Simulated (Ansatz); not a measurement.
`[CH3][Zn][CH2]C=O` → 3 C• + 6 H• + O• + Zn (atom)  (atomization)

Computed with Ansatz on PBE0-D4/def2-TZVP structures; ΔE is electronic, products minus reactants. CCSD(T)/CBS adds triple-zeta CCSD(T) − MP2 to the extrapolated MP2 energy (def2 sets, frozen cores). This one scheme is used for every species, atoms too. Functionals use def2-TZVPP. Open shells (•) are unrestricted, without spin–orbit coupling. Spin–orbit coupling would lower the free atoms: a little for C, O. For Zn outer-core shells are correlated without core-valence functions, so the limit isn't a true one: a few kJ/mol of doubt a bond, and 10 to 20 or more in all where bonds break to atoms. Scalar relativity is left out up to krypton. Each species was taken in one conformer, which may not be the lowest.

```json
{"level": "PBE-D4", "ΔE (kJ/mol)": "4177.1"}
{"level": "PBE0-D4", "ΔE (kJ/mol)": "4093.2"}
{"level": "B2PLYP", "ΔE (kJ/mol)": "4027.9"}
{"level": "PBE0", "ΔE (kJ/mol)": "4078.3"}
{"level": "SCS-MP2/def2-TZVPP", "ΔE (kJ/mol)": "4016.1"}
{"level": "CCSD/def2-TZVPP", "ΔE (kJ/mol)": "3898.5"}
{"level": "CCSD(T)/def2-TZVPP", "ΔE (kJ/mol)": "3965.8"}
{"level": "MP2/CBS(def2)", "ΔE (kJ/mol)": "4151.3"}
```

What does CCSD(T)/CBS give? (Estimate.)

Computed: +4060.2 kJ/mol. The listed levels differ from it by 116.9, 33.0, -32.3, 18.1, -44.1, -161.7, -94.4, 91.1 kJ/mol.

Largest T1 diagnostic among the species: 0.017.

From PBE to PBE0 (25 % exact exchange), in def2-TZVPP and without D4, ΔE moves by −81.1 kJ/mol: exact exchange takes away binding that semilocal exchange gives to molecules. The D4 term adds +28.5 kJ/mol with B3LYP and +14.9 kJ/mol with PBE0; it sums over pairs of atoms, weighted by their polarisabilities, and B3LYP, whose exchange is more repulsive, gets the larger term.

B3LYP here is the variant with VWN-RPA as its local correlation; programs differ in this.

For atomizations the MP2-based limit and the directly extrapolated one differ by several kJ/mol either way, and by 10 to 25 for some Ge, Se and Sn compounds, so smaller differences from it don't rank the levels.
